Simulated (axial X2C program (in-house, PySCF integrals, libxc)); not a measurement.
Which molecule has these constants?

Calculated with an axial X2C code built on PySCF integrals, spin-free (one-electron X2C) or two-component (2c: spin–orbit coupling with atomic mean-field Coulomb and Gaunt terms, which also bring small scalar terms), in Dyall basis sets with cores contracted in-house; open shells are unrestricted.

A two-component PBE0 calculation in a Dyall 3-zeta basis gave Re = 2.146 Å, ωe = 386.9 cm⁻¹, De = 2.18 eV, dipole magnitude 2.48 D, Ω = 3/2.

Question: Which molecule is it?
A. RbP
B. PdP
C. NbP
D. YP
E. AgP

Answer: B. The others have AgP 2.341 Å and 302.1 cm⁻¹ (Ω = 1); YP 2.294 Å and 480.8 cm⁻¹ (Ω = 0); NbP 2.132 Å and 510.7 cm⁻¹ (Ω = 1); RbP 3.145 Å and 180.2 cm⁻¹ (Ω = 1).

Each entry is the lowest single determinant of a limited PBE0 search at one distance. De goes to single-determinant-based atoms at the same level (for ions the charge split of lowest energy) and is withheld (n/a) where an atom does not fit its ground term or J level. Main or longest-lived isotopes. One determinant is a doubtful description, or other states lie close, for PdP, AgP, YP, NbP, RbP; these need not be ground states, and all values refer to the states named. Some open-shell Ω = 0 determinants are out of reach, so the Ω given for AgP, RbP need not be the lowest component. With several unpaired electrons the Ω given is that of one determinant, not necessarily of the lowest component. The functionals have no current term, which raises determinants with orbital currents.
